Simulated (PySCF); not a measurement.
## A survey of ¹⁷O NMR shifts

- shieldings: GIAO PBE0/pcSseg-1
- geometry: GFN2-xTB
- program: PySCF 2.14.0 with density-fitted response routines
- a single conformation, one averaged value for each set of equivalent atoms, non-relativistic, gas phase

Shieldings were converted by a linear fit to measured shifts: ¹⁷O (scatter 10.7 ppm rms, 12.2 ppm with the 3 outliers that the fit left out vs liquid water, solution or neat liquid). A few per cent of atoms miss by over 2 rms, more outside the fitted compound classes.

(1) Give the ¹⁷O shifts of `C=CC(C=C)O[SiH2]C#N`, `CC1=C(OC=O)[SiH2][Si@@H]1F`, `C=C1C[C@](C#N)(CO)[SiH2]1`.

(2) Order these by ¹⁷O shift, lowest first.
A. FCC[C@]1(F)COCC[SiH2]1
B. N#Cc1cocp1
C. FC(F)O[C@H]1CCC[SiH2]C1

Results:

(1) 
```
                                                     compound                environment  δ (ppm)
                                          C=CC(C=C)O[SiH2]C#N     oxygen bonded to C, Si     13.7
[CH3:1][C:2]1=[C:3]([O:4][CH:5]=[O:6])[SiH2:7][Si@@H:8]1[F:9]  O6: ester carbonyl oxygen    352.5
[CH3:1][C:2]1=[C:3]([O:4][CH:5]=[O:6])[SiH2:7][Si@@H:8]1[F:9]    O4: ester alkoxy oxygen    213.5
                                    C=C1C[C@](C#N)(CO)[SiH2]1             alcohol oxygen     -1.1
```

(2) A (0.9 ppm, ether oxygen), C (82.7 ppm, ether oxygen), B (286.3 ppm, aromatic ring oxygen).
